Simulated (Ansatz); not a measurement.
Total energies of CH₃ClInN.

| atom | x (Å) | y (Å) | z (Å) |
| --- | --- | --- | --- |
| Cl1 | 1.1981 | -0.4915 | -2.8000 |
| In2 | 2.2343 | -0.9982 | -0.6056 |
| C3 | -0.7559 | 0.3213 | 1.0780 |
| N4 | -0.0685 | 0.0319 | 0.0637 |
| H5 | -1.7510 | 0.7704 | 1.0270 |
| H6 | -0.3514 | 0.1194 | 2.0703 |
| H7 | -0.5055 | 0.2467 | -0.8333 |

Total charge 0; spin multiplicity 1. Correlated methods include outer-core shells of In, which these sets cover unevenly. In: def2 effective core potential. The bonds changed during the relaxation, so this is another structure than the one it started from. Geometry: relaxed with PBE0-D4/def2-TZVP. Basis def2-TZVPP, Ansatz.

RPA on PBE orbitals: Hartree–Fock energy of these orbitals -742.84370 Eh, correlation -1.28402 Eh (frozen core).

| functional | energy without D4 (Eh) | D4 term (kJ/mol) |
| --- | --- | --- |
| HSE06 (plane-wave form) | -744.83347 | -13.3 |
| LC-ωPBE | -744.93908 | – |

Give the same for LDA (SPW92), PBE, revPBE, BLYP, r2SCAN, B97M-V, PBE0, B3LYP, r2SCANh, r2SCAN0, BHLYP, CAM-B3LYP, ωB97X-V, ωB97M-V, B2PLYP, PBE-QIDH. (An estimate is asked.)

Ansatz gave: 
| functional | energy without D4 (Eh) | D4 term (kJ/mol) |
| --- | --- | --- |
| LDA (SPW92) | -742.48604 | – |
| PBE | -744.81096 | -16.4 |
| revPBE | -745.05612 | -43.8 |
| BLYP | -745.04512 | -35.2 |
| r2SCAN | -745.09707 | -3.8 |
| B97M-V | -744.98790 | – |
| PBE0 | -744.84746 | -14.0 |
| B3LYP | -745.20555 | -26.9 |
| r2SCANh | -745.07576 | -4.1 |
| r2SCAN0 | -745.04494 | -4.6 |
| BHLYP | -744.97951 | -23.7 |
| CAM-B3LYP | -745.06011 | -14.6 |
| ωB97X-V | -744.98896 | – |
| ωB97M-V | -744.99906 | – |
| B2PLYP | -744.69586 | – |
| PBE-QIDH | -744.54063 | – |

B3LYP takes the VWN-RPA correlation (the form of Gaussian; ORCA's B3LYP/G). HSE06 is the plane-wave form, built on full-range PBE exchange. The double hybrids freeze the cores in their second-order part.

LC-ωPBE has ω = 0.4 bohr⁻¹.
